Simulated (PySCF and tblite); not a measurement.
Results of a calculation; reference values are marked as such.
2 diastereomers of C7H7F, numbered alike:

| isomer | SMILES | descriptors (one enantiomer) |
| --- | --- | --- |
| A | [CH:1]#[C:2][C@@H:3]([CH3:4])[C@H:5]([F:6])[C:7]#[CH:8] | 3R, 5S |
| B | [CH:1]#[C:2][C@H:3]([CH3:4])[C@H:5]([F:6])[C:7]#[CH:8] | 3S, 5S |

Each isomer is a Boltzmann average at 298.15 K over at most 5 conformers: GFN2-xTB geometries, energies PBE0/def2-SVP (IEF-PCM, dichloromethane) (D3(BJ) added where defined), GIAO shieldings mPW1PW91/pcSseg-1 (IEF-PCM, dichloromethane), GFN2-xTB thermal terms. Programs: PySCF with density fitting and tblite.

Task: What shifts does each isomer give (ppm)?

Result: 
A: ¹H (against TMS): 5.44 (H5, 1H), 3.05 (H3, 1H), 2.62 (H8, 1H), 1.97 (H1, 1H), 1.47 (H4, 3H). ¹³C (against TMS): 90.5 (C2), 89.2 (C5), 88.3 (C8), 84.8 (C7), 79.5 (C1), 36.4 (C3), 19.0 (C4).

B: ¹H (against TMS): 5.54 (H5, 1H), 3.10 (H3, 1H), 2.62 (H8, 1H), 1.95 (H1, 1H), 1.49 (H4, 3H). ¹³C (against TMS): 89.9 (C2), 88.9 (C5), 88.7 (C8), 84.3 (C7), 79.4 (C1), 35.4 (C3), 18.8 (C4).

Shifts are unscaled: against experiment ¹³C can be off by 15 ppm or more and ¹H by 0.8 ppm.
